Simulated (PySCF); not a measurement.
Isomers of C5H6ClFO. Level of theory: PBE0-D3(BJ)/def2-SVP geometry optimisation, gas phase in PySCF 2.14.0. Energies are electronic, without zero-point or thermal terms, for one conformer each. No frequencies were run at this level. Point groups hold within 0.08 Å.

Task: Rank from lowest to highest electronic energy at this level (kcal/mol).
A. `[CH3:1]/[C:2]([F:3])=[C:4](/[CH3:5])[C:6](=[O:7])[Cl:8]` with C2–C4–C6–O7 1°
B. `[CH3:1][O:2][C@@H:3]1[CH2:4]/[C:5]1=[C:6](\[F:7])[Cl:8]` with C1–O2–C3–C4 147°
C. `[CH3:1][C:2]([CH3:3])=[C:4]([Cl:5])[C:6](=[O:7])[F:8]` with C2–C4–C6–O7 0°

Result: C (0.0), A (1.3), B (58.6).

As drawn, the lowest has a C=O bond, which the highest lacks; the highest has a three-membered ring, which the lowest lacks. Neighbours under 2.5 kcal/mol apart (CC(C)=C(Cl)C(=O)F and C/C(F)=C(/C)C(=O)Cl) can change places with a better method, another conformer or zero-point energy.

```
               SMILES      E (Eh)  E rel (kcal/mol)  dipole (D)  point group      A, B, C (MHz)
    CC(C)=C(Cl)C(=O)F  -828.44588               0.0        3.51      near Cs  2014, 1664, 921.6
  C/C(F)=C(/C)C(=O)Cl  -828.44382               1.3        2.30      near Cs  3022, 1134, 833.3
CO[C@@H]1C/C1=C(\F)Cl  -828.35243              58.6        1.22           C1  2449, 1211, 860.7
```

Task: As an exercise, what shares would exp(−E/RT) give at 1000 K from these electronic energies alone (no entropy, no degeneracies)?

Result: RT = 1.987 kcal/mol: CC(C)=C(Cl)C(=O)F 65.7 %, C/C(F)=C(/C)C(=O)Cl 34.3 %, CO[C@@H]1C/C1=C(\F)Cl under 0.1 %.
